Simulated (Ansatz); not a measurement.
`[BH2][SbH][TeH]` + `C=CN[SiH3]` → `BN([SiH3])C=C` + `[SbH2][TeH]` at 500 K and 1 bar (cleavage of the B–Sb bond).

Computed with Ansatz on PBE0-D4/def2-TZVP structures; ΔE is electronic, products minus reactants. CBS: MP2 limit from def2 TZ/QZ plus the TZ coupled-cluster correction, frozen cores. This one scheme is used for every species. def2 core potentials past Kr. For Sb, Te outer-core shells are correlated without core-valence functions, which leaves a few kJ/mol of doubt a bond. Each species was taken in one conformer, which may not be the lowest.

```csv
species,CCSD(T)/CBS energy (Eh),H − E (kJ/mol),S (J/(mol·K))
`[BH2][SbH][TeH]`,-534.92494,128.7,406.3
`C=CN[SiH3]`,-424.08767,263.2,381.7
`BN([SiH3])C=C`,-449.51164,303.2,404.4
`[SbH2][TeH]`,-509.54647,82.7,350.4
```

H − E and S are ideal-gas, rigid-rotor, harmonic terms from PBE0-D4/def2-TZVP, for one conformer and one mirror image of each species. 1 Eh = 2625.50 kJ/mol, R = 8.31446 J/(mol·K).

Q: By hand: ΔE, ΔH, ΔS and ΔG.

A: ΔE = (-449.51164) + (-509.54647) − (-534.92494) − (-424.08767) = -0.04550 Eh = -119.5 kJ/mol. Δ(H − E) = 303.2 + 82.7 − 128.7 − 263.2 = -6.0, so ΔH = -125.5 kJ/mol. ΔS = 404.4 + 350.4 − 406.3 − 381.7 = -33.2 J/(mol·K). ΔG = -125.5 − 500 × (-33.2)/1000 = -108.9 kJ/mol.

Q: By hand: the equilibrium constant, and the temperature at which ΔG would vanish if ΔH and ΔS stayed fixed.

A: log₁₀ K = −ΔG/(RT ln 10) = 11.4. ΔG = 0 at ΔH/ΔS = 3780 K, far beyond where these terms or the molecules hold.

ΔH outweighs TΔS. A doubt of 5 kJ/mol in ΔE shifts log₁₀ K by 0.5 here. Other conformers and mirror images would add mixing entropy, several J/(mol·K) or more a flexible species. These are equilibria of isolated gas molecules and say nothing of rates. Largest T1 diagnostic: 0.013 (customary marks: 0.02 for closed shells, 0.045 for open ones).
